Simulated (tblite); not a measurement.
Compound: C₄H₆BrN.
Numbering: `[CH3:1][C@@H:2]([Br:3])[CH2:4][C:5]#[N:6]` (hydrogens: H7, H8, H9 on C1; H10 on C2; H11, H12 on C4)

Computed with GFN2-xTB (tblite), gas phase: L-BFGS steps from a force-field or distance-geometry start until the largest atomic force falls under 0.01 eV/Å.

Step 13: E = -505.8990 eV
```
atom  x, y, z in Å  |  force x, y, z in eV/Å
C1      1.3439   -0.3681    0.2703    0.005  -0.005   0.027
C2      0.3114    0.4408   -0.4851    0.041   0.012  -0.039
Br3     0.7206    0.3752   -2.4260    0.002   0.004   0.018
C4     -1.1147   -0.0680   -0.2886    0.001   0.007   0.001
C5     -1.5571    0.1558    1.0662   -0.029  -0.013  -0.031
N6     -1.9173    0.3454    2.1335    0.045  -0.001   0.020
H7      1.3057   -1.4171   -0.0178    0.003  -0.009  -0.026
H8      2.3444    0.0101    0.0714    0.010  -0.012   0.005
H9      1.1532   -0.2963    1.3395   -0.023   0.009   0.042
H10     0.3769    1.4984   -0.2200    0.000   0.018  -0.018
H11    -1.1701   -1.1391   -0.5083   -0.008   0.012  -0.005
H12    -1.7957    0.4623   -0.9613   -0.046  -0.022   0.007
```

Step 14: E = -505.8994 eV
```
atom  x, y, z in Å  |  force x, y, z in eV/Å
C1      1.3429   -0.3684    0.2708    0.004  -0.003   0.025
C2      0.3120    0.4410   -0.4860    0.042   0.017  -0.054
Br3     0.7196    0.3772   -2.4282    0.004  -0.002   0.029
C4     -1.1133   -0.0677   -0.2885   -0.015  -0.002  -0.011
C5     -1.5557    0.1548    1.0661   -0.020  -0.001  -0.005
N6     -1.9119    0.3451    2.1346    0.040  -0.006   0.011
H7      1.3043   -1.4177   -0.0171    0.005   0.002  -0.021
H8      2.3445    0.0091    0.0752    0.002  -0.014   0.006
H9      1.1468   -0.2947    1.3392   -0.010   0.000   0.039
H10     0.3770    1.4985   -0.2219    0.006   0.027  -0.011
H11    -1.1689   -1.1377   -0.5094   -0.004  -0.020  -0.004
H12    -1.7961    0.4598   -0.9607   -0.053   0.002  -0.005
```

Step 15: E = -505.8997 eV
```
atom  x, y, z in Å  |  force x, y, z in eV/Å
C1      1.3419   -0.3687    0.2718   -0.002   0.003   0.016
C2      0.3133    0.4416   -0.4878    0.020   0.016  -0.039
Br3     0.7188    0.3791   -2.4297    0.009  -0.008   0.029
C4     -1.1122   -0.0674   -0.2888   -0.026  -0.008  -0.022
C5     -1.5547    0.1537    1.0658   -0.002   0.009   0.015
N6     -1.9060    0.3446    2.1359    0.033  -0.010  -0.001
H7      1.3031   -1.4183   -0.0168    0.005   0.016  -0.010
H8      2.3447    0.0078    0.0789   -0.006  -0.015   0.011
H9      1.1406   -0.2931    1.3395    0.004  -0.009   0.022
H10     0.3771    1.4992   -0.2240    0.012   0.026  -0.006
H11    -1.1679   -1.1367   -0.5106    0.001  -0.040  -0.001
H12    -1.7974    0.4574   -0.9602   -0.049   0.020  -0.013
```

**Question.** Estimate the geometry and energy of step 16. (The exact step hangs on the optimiser's Hessian estimate; all steps are aligned on step 15, rigid shifts and turns removed.)

**Answer.** E = -505.9000 eV, largest force 0.046 eV/Å
```
atom  x, y, z in Å  |  force x, y, z in eV/Å
C1      1.3412   -0.3688    0.2728   -0.010   0.010   0.004
C2      0.3144    0.4423   -0.4899   -0.012   0.011  -0.005
Br3     0.7184    0.3803   -2.4303    0.016  -0.014   0.020
C4     -1.1119   -0.0672   -0.2894   -0.028  -0.008  -0.027
C5     -1.5540    0.1531    1.0656    0.017   0.013   0.016
N6     -1.9009    0.3441    2.1372    0.028  -0.012  -0.009
H7      1.3022   -1.4184   -0.0169    0.004   0.025  -0.001
H8      2.3448    0.0066    0.0819   -0.010  -0.014   0.015
H9      1.1360   -0.2921    1.3403    0.013  -0.015   0.003
H10     0.3775    1.5001   -0.2257    0.014   0.018  -0.006
H11    -1.1671   -1.1366   -0.5115    0.005  -0.037   0.001
H12    -1.7995    0.4559   -0.9601   -0.037   0.024  -0.012
```

The energy changes by -0.0003 eV. The first-order estimate −F·Δx gives -0.0004 eV and the mean of the old and new forces, exact on a quadratic surface, -0.0003 eV. The step makes an angle of 67° with the force vector and moves no atom by more than 0.005 Å.

What follows is the cost of the whole relaxation. Time: 0.25 s of wall time. Hardware: an Intel Xeon with one thread, no GPU, shared host.
